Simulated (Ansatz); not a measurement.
Species: sum formula H3SiO (charge 0, doublet). It need not be the lowest isomer of its formula. SMILES: [O][SiH3]
Geometry from a B3LYP-D3(BJ)/def2-TZVP (Ansatz, a quantum-chemistry and plane-wave program) optimisation:
```
Si
O 1 1.6579
H 1 1.4810 2 112.66
H 1 1.4810 3 110.22 2 126.77
H 1 1.4912 3 110.25 4 121.94
```
Charge 0, spin multiplicity 2.

Quantity: vertical electron affinity (to the singlet state of charge -1; a negative value means that the extra electron is unbound and the number depends on the basis; each state is the SCF solution reached for its spin), in eV. Valence correlation only, unless marked. UHF or UKS for open shells. No spin-orbit coupling. No relativistic terms. Anions need diffuse functions: aug- sets have them; def2-D sets add few. Basis-set limits of correlation are two-point, X^-3; Hartree-Fock from the larger set. The bracket is a focal-point correction in the basis named.

```csv
level,program,vertical electron affinity (eV),minus last row
HF/aug-cc-pV(D+d)Z,Ansatz,0.84,-2.06
HF/def2-TZVPPD,Ansatz,0.80,-2.10
PBE/def2-TZVPD,Ansatz,2.77,-0.13
B3LYP/def2-TZVPD,Ansatz,2.72,-0.18
PBE0/def2-TZVPD,Ansatz,2.58,-0.32
wB97M-V/def2-TZVPD,Ansatz,2.71,-0.19
wB97X-V/def2-TZVPD,Ansatz,2.66,-0.24
MP2/aug-cc-pV(D+d)Z,Ansatz,3.05,0.15
RI-MP2/aug-cc-pV(T+d)Z,Ansatz,3.18,0.28
RI-MP2/def2-TZVPPD,Ansatz,3.13,0.23
SCS-MP2/def2-SVPD,Ansatz,2.87,-0.03
SCS-MP2/def2-TZVPPD,Ansatz,2.95,0.05
CCSD/aug-cc-pV(D+d)Z,Ansatz,2.54,-0.36
CCSD(T)/def2-TZVPPD,Ansatz,2.74,-0.16
"RI-MP2/CBS(aug-cc-pV(T+d)Z,aug-cc-pV(Q+d)Z)+[CCSD(T)-MP2]/aug-cc-pV(T+d)Z",Ansatz,2.90,0.00
```
